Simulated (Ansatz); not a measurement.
AlSiH₃SF₂⁻, that is (F)2Al-S-SiH3 with one electron more. Charge -1, multiplicity 2. Geometry r2SCAN-D4/def2-SVP, that of the neutral singlet; atoms count from 1.

```xyz
8

Al   -1.196    0.957   -0.982
F    -0.538    2.023    0.104
F    -2.336    1.489   -2.049
S    -0.515   -1.083   -0.936
Si    0.903   -0.859    0.695
H     1.976    0.111    0.340
H     1.487   -2.215    0.885
H     0.219   -0.422    1.943
```

The highest occupied level of the charge -1 doublet lies above zero (up to 1.15 eV). By energy differences its removal costs 0.17 eV (vertical, to the charge 0 singlet, at PBE0-D4/def2-TZVPD); a positive level beside a positive removal energy at the same level points to self-interaction error.

(1) Estimate the Mulliken populations from the PBE0/def2-TZVPD orbitals of Ansatz.

(2) Where does the spin sit?

(3) And the Mayer bond orders between bonded heavy atoms (over 0.3)?

Results:

(1) 
```csv
atom,charge (e),spin (α − β)
Al1,-0.47,1.29
F2,-0.39,0.08
F3,-0.47,0.17
S4,0.24,-0.55
Si5,0.19,0.03
H6,-0.01,0.00
H7,-0.08,-0.01
H8,-0.01,0.00
```
Mulliken values and Mayer orders depend strongly on the basis. With diffuse functions, as here, like atoms can get unlike values, and bond orders can come out too low or too high.

(2) Summed by element: Al 1.29, F 0.24, S -0.55, Si 0.03, H -0.02, of 1 unpaired in all. Largest on single atoms: Al1 1.29, S4 -0.55, F3 0.17.

(3) Al1–F2 1.24 (1.66 Å); Al1–F3 1.54 (1.65 Å); S4–Si5 1.05 (2.17 Å).
